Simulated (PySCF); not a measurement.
C4H10CdO (SMILES C[C](C)(C)[Cd][OH]), singlet, geometry from GFN2-xTB (such geometries of metal compounds can be far from the true shape) (core potentials on Cd); DF-PBE/def2-SVP run with PySCF.

Input for PySCF:
```python
from pyscf import gto, scf, dft

mol = gto.Mole()
mol.atom = '''
    Cd   -0.401260   -0.775472    0.129747
    C     0.142884    1.343416   -0.095195
    C    -0.981412    2.355774    0.110721
    C     1.259787    1.579152    0.920173
    C     0.707792    1.460334   -1.509808
    H    -0.591532    3.369188   -0.027731
    H    -1.395043    2.292782    1.116922
    H    -1.787189    2.208017   -0.607898
    H     0.879225    1.536807    1.944365
    H     2.047647    0.829339    0.803275
    H     1.707709    2.566308    0.769533
    H     1.484803    0.708254   -1.674650
    H    -0.076112    1.330587   -2.261040
    H     1.155654    2.447621   -1.659621
    O     1.030420   -2.174093   -0.142104
    H     0.817641   -3.105573   -0.049541
'''
mol.basis = 'def2-svp'
mol.ecp = {'Cd': 'def2-svp'}
mol.charge = 0
mol.spin = 0
mol.verbose = 4
mol.max_memory = 1800
mol.build()

mf = dft.RKS(mol)
mf.xc = 'pbe'
mf = mf.density_fit(auxbasis='def2-universal-jkfit')
mf.kernel()
```

Task: Predict the main parts of the log of this PySCF run.

Result: 
```
PySCF version 2.14.0

[INPUT] verbose = 4
[INPUT] num. atoms = 16
[INPUT] num. electrons = 62
[INPUT] charge = 0
[INPUT] spin (= nelec alpha-beta = 2S) = 0
[INPUT] symmetry False subgroup None
[INPUT] Mole.unit = angstrom
[INPUT] Symbol           X                Y                Z      unit          X                Y                Z       unit  Magmom
[INPUT]  1 Cd    -0.401260000000  -0.775472000000   0.129747000000 AA   -0.758271504743  -1.465429697269   0.245186295484 Bohr   0.0
[INPUT]  2 C      0.142884000000   1.343416000000  -0.095195000000 AA    0.270011627582   2.538688311359  -0.179892478428 Bohr   0.0
[INPUT]  3 C     -0.981412000000   2.355774000000   0.110721000000 AA   -1.854599895362   4.451767671371   0.209232366238 Bohr   0.0
[INPUT]  4 C      1.259787000000   1.579152000000   0.920173000000 AA    2.380652405287   2.984164789059   1.738874957219 Bohr   0.0
[INPUT]  5 C      0.707792000000   1.460334000000  -1.509808000000 AA    1.337533033158   2.759631310391  -2.853123620677 Bohr   0.0
[INPUT]  6 H     -0.591532000000   3.369188000000  -0.027731000000 AA   -1.117833473916   6.366842582171  -0.052403995160 Bohr   0.0
[INPUT]  7 H     -1.395043000000   2.292782000000   1.116922000000 AA   -2.636249201992   4.332730043333   2.110676682501 Bohr   0.0
[INPUT]  8 H     -1.787189000000   2.208017000000  -0.607898000000 AA   -3.377297742835   4.172547408384  -1.148760731671 Bohr   0.0
[INPUT]  9 H      0.879225000000   1.536807000000   1.944365000000 AA    1.661494451871   2.904144336314   3.674317336190 Bohr   0.0
[INPUT] 10 H      2.047647000000   0.829339000000   0.803275000000 AA    3.869492029787   1.567223574421   1.517969752710 Bohr   0.0
[INPUT] 11 H      1.707709000000   2.566308000000   0.769533000000 AA    3.227102310455   4.849619271280   1.454206613815 Bohr   0.0
[INPUT] 12 H      1.484803000000   0.708254000000  -1.674650000000 AA    2.805871018933   1.338406086628  -3.164629854503 Bohr   0.0
[INPUT] 13 H     -0.076112000000   1.330587000000  -2.261040000000 AA   -0.143830834793   2.514445014907  -4.272746356687 Bohr   0.0
[INPUT] 14 H      1.155654000000   2.447621000000  -1.659621000000 AA    2.183869554758   4.625333346734  -3.136229160577 Bohr   0.0
[INPUT] 15 O      1.030420000000  -2.174093000000  -0.142104000000 AA    1.947211593274  -4.108440339334  -0.268537641205 Bohr   0.0
[INPUT] 16 H      0.817641000000  -3.105573000000  -0.049541000000 AA    1.545117558216  -5.868682429844  -0.093618921937 Bohr   0.0

nuclear repulsion = 332.672210954106
number of shells = 71
number of NR pGTOs = 247
number of NR cGTOs = 151
basis = def2-svp
ecp = {'Cd': 'def2-svp'}

******** <class 'pyscf.df.df_jk.DFRKS'> ********
method = DFRKS
initial guess = minao
damping factor = 0
level_shift factor = 0
DIIS = <class 'pyscf.scf.diis.CDIIS'>
diis_start_cycle = 1
diis_space = 8
diis_damp = 0
SCF conv_tol = 1e-09
SCF conv_tol_grad = None
SCF max_cycles = 50
direct_scf = False
XC library pyscf.dft.libxc version 7.1.2
    S. Lehtola, C. Steigemann, M. J. T. Oliveira, and M. A. L. Marques,  SoftwareX 7, 1–5 (2018)
XC functionals = pbe
    J. P. Perdew, K. Burke, and M. Ernzerhof,  Phys. Rev. Lett. 77, 3865 (1996)
    J. P. Perdew, K. Burke, and M. Ernzerhof,  Phys. Rev. Lett. 78, 1396 (1997)
    J. P. Perdew, K. Burke, and M. Ernzerhof,  Phys. Rev. Lett. 77, 3865 (1996)
    J. P. Perdew, K. Burke, and M. Ernzerhof,  Phys. Rev. Lett. 78, 1396 (1997)
radial grids:
    Treutler-Ahlrichs [JCP 102, 346 (1995); DOI:10.1063/1.469408] (M4) radial grids

becke partition: Becke, JCP 88, 2547 (1988); DOI:10.1063/1.454033
pruning grids: <function nwchem_prune>
grids dens level: 3
symmetrized grids: False
atomic radii adjust function: <function treutler_atomic_radii_adjust>
small_rho_cutoff = 0
Set gradient conv threshold to 3.16228e-05
Initial guess from minao.
tot grids = 191024
init E= -387.017082486685
  HOMO = -0.643154028609317  LUMO = -0.600597467142819  gap/eV = 1.15802
cycle= 1 E= -399.125101708977  delta_E= -12.1  |g|= 2.41  |ddm|= 6.42
  HOMO = 0.113748660734152  LUMO = 0.115926025182379  gap/eV = 0.05925
cycle= 2 E= -344.616973774209  delta_E= 54.5  |g|= 8.12  |ddm|= 48.7
  HOMO = -0.177388080125737  LUMO = -0.153409026154641  gap/eV = 0.65250
cycle= 3 E= -400.016518130634  delta_E= -55.4  |g|= 1.47  |ddm|= 48.4
  HOMO = -0.201638189930069  LUMO = -0.154795668663301  gap/eV = 1.27465
cycle= 4 E= -400.180148568471  delta_E= -0.164  |g|= 1.64  |ddm|= 3.45
  HOMO = -0.20122447302203  LUMO = -0.0783505484531162  gap/eV = 3.34357
cycle= 5 E= -400.73449071487  delta_E= -0.554  |g|= 0.803  |ddm|= 2.24
  HOMO = -0.151187333475924  LUMO = -0.0889447852644203  gap/eV = 1.69371
cycle= 6 E= -400.798159392973  delta_E= -0.0637  |g|= 0.598  |ddm|= 1.26
  HOMO = -0.199452350833601  LUMO = -0.0975750708987064  gap/eV = 2.77222
cycle= 7 E= -400.871442541152  delta_E= -0.0733  |g|= 0.194  |ddm|= 0.682
  HOMO = -0.191557910324379  LUMO = -0.0981916979812176  gap/eV = 2.54062
cycle= 8 E= -400.879861375909  delta_E= -0.00842  |g|= 0.0754  |ddm|= 0.341
  HOMO = -0.19289689575021  LUMO = -0.0971468473457762  gap/eV = 2.60549
cycle= 9 E= -400.881453733954  delta_E= -0.00159  |g|= 0.0223  |ddm|= 0.134
  HOMO = -0.193353576609417  LUMO = -0.0976164945361333  gap/eV = 2.60514
cycle= 10 E= -400.881560000717  delta_E= -0.000106  |g|= 0.00893  |ddm|= 0.0183
  HOMO = -0.193445040200943  LUMO = -0.0978058773046797  gap/eV = 2.60247
cycle= 11 E= -400.881585834564  delta_E= -2.58e-05  |g|= 0.00174  |ddm|= 0.0139
  HOMO = -0.193428271997169  LUMO = -0.097864005058117  gap/eV = 2.60044
cycle= 12 E= -400.881586195975  delta_E= -3.61e-07  |g|= 0.00111  |ddm|= 0.00311
  HOMO = -0.193410174165879  LUMO = -0.0978173624724974  gap/eV = 2.60121
cycle= 13 E= -400.881586557434  delta_E= -3.61e-07  |g|= 0.000298  |ddm|= 0.00203
  HOMO = -0.193421326565941  LUMO = -0.097825523640207  gap/eV = 2.60129
cycle= 14 E= -400.881586582773  delta_E= -2.53e-08  |g|= 5.96e-05  |ddm|= 0.000497
  HOMO = -0.193420826288783  LUMO = -0.0978268167465473  gap/eV = 2.60125
cycle= 15 E= -400.881586583638  delta_E= -8.66e-10  |g|= 1.04e-05  |ddm|= 6.1e-05
  HOMO = -0.193419971207965  LUMO = -0.0978256907994215  gap/eV = 2.60125
Extra cycle  E= -400.881586583332  delta_E= 3.06e-10  |g|= 3.65e-05  |ddm|= 5.62e-05
converged SCF energy = -400.881586583332
```
